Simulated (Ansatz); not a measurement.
A nudged elastic band was laid between two geometries of AlF$_{3}$H$_{2}$O (7 atoms, charge 0, multiplicity 1).

Method: Ansatz 0.2.0, RHF/def2-SVP.

- movable images: 4
- climbing image: no
- spring: 5.0 eV/Å²
- optimiser: quadratic models (default)
- start path: through a guess of the saddle point
- force threshold: 0.05 eV/Å
- iteration limit: 60
- end points: relaxed

Image 0:

```xyz
7
Properties=species:S:1:pos:R:3
Al 0.041 -0.021 0.118
F -0.038 0.611 1.644
F 1.445 0.203 -0.714
F -1.351 -0.097 -0.771
O 0.052 -1.886 0.661
H -0.596 -2.462 0.270
H 0.127 -2.071 1.590
```

Image 5:

```xyz
7
Properties=species:S:1:pos:R:3
Al -0.030 -0.404 -0.143
F 0.049 -0.044 1.796
F 1.400 0.167 -0.718
F -1.397 0.361 -0.643
O -0.127 -2.005 0.441
H -0.210 -2.854 0.048
H -0.005 -0.943 2.018
```

**Question.** Which bonds break or form, and what moves?

**Answer.** Bonds broken: O5–H7. Bonds formed: F2–H7.

**Question.** Give the energies along the band, and the barrier.

**Answer.** The run converged. The highest image is number 4 of 0 to 5, 1.23 eV above the first end and 0.04 eV above the last; the last end lies 1.19 eV above the first. No image climbed, so the highest image needn't sit at the top of the path. The orbitals stay closed-shell, which can raise the energy where a bond breaks towards radicals; this wasn't checked here.

| image | path coordinate (Å) | energy (eV) | O5–H7 (Å) | F2–H7 (Å) |
| --- | --- | --- | --- | --- |
| 0 | 0.00 | 0.00 | 0.95 | 2.69 |
| 1 | 0.43 | 0.03 | 0.95 | 2.31 |
| 2 | 0.87 | 0.26 | 0.97 | 1.78 |
| 3 | 1.30 | 1.21 | 1.17 | 1.25 |
| 4 | 1.73 | 1.23 | 1.64 | 0.95 |
| 5 | 2.17 | 1.19 | 1.90 | 0.93 |

**Question.** What is the geometry of the highest image?

**Answer.** 
```xyz
7
Properties=species:S:1:pos:R:3
Al 0.014 -0.364 -0.138
F 0.056 -0.092 1.796
F 1.420 0.286 -0.682
F -1.399 0.242 -0.719
O -0.004 -1.976 0.481
H -0.425 -2.778 0.229
H 0.020 -1.041 1.830
```

The band took 10 iterations and of the order of 40 core-seconds.

Run time: 43 s on 1 thread of Arm Neoverse V2 (shared host), peak memory 0.15 GiB.
